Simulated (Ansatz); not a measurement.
Bond stretch in NLi, lowest triplet found (which spin is the ground state isn't settled by this scan).

- UKS-PBE0 = unrestricted PBE0/aug-cc-pVDZ in Ansatz (a quantum-chemistry and plane-wave program)
- UCCSD(T) = CCSD(T) on UHF/aug-cc-pVDZ, frozen core in Ansatz
- UKS-B3LYP = unrestricted B3LYP/aug-cc-pVDZ (Ansatz)
- UKS-PBE = unrestricted PBE/aug-cc-pVDZ run with Ansatz
- UCCSDT(Q) = CCSDT(Q) on UHF/aug-cc-pVDZ, frozen core (Ansatz)
- FCI = Ansatz with full CI/aug-cc-pVDZ, frozen core

Cost and accuracy over the 20 points of the scan, with FCI as yardstick. Costs are rough ratios of core time within Ansatz on shared cores, each with its mean field (Kohn-Sham runs search longer for lower solutions than correlated ones do); the miss is the largest error against full CI of the curve after the mean shift, in mEh.

### Question
Which is the cheapest of these levels that stays within 4.8 mEh of FCI?

### Answer
UCCSD(T).

| level | relative cost | largest error |
|---|---|---|
| UKS-PBE0 | 1 | 8.3 |
| UCCSD(T) | 1 | 1.3 |
| UKS-B3LYP | 1 | 13.9 |
| UKS-PBE | 2 | 14.8 |
| UCCSDT(Q) | 30 | 0.1 |

Costs within a factor of two of each other count as equal.

The scan ran from 1.44 to 6.74 Å; beyond the distances shown full CI changes its symmetry label. The unrestricted determinant behind UKS-PBE0, UKS-B3LYP is spin-contaminated at 2.36 to 6.74 Å (<S²> up to 3.0, against 2.00 for a pure triplet). The unrestricted determinant behind UCCSD(T), UCCSDT(Q) is spin-contaminated at 2.09 to 6.74 Å (<S²> up to 3.0, against 2.00 for a pure triplet). The unrestricted determinant behind UKS-PBE is spin-contaminated at 2.36 to 6.74 Å (<S²> up to 2.9, against 2.00 for a pure triplet).
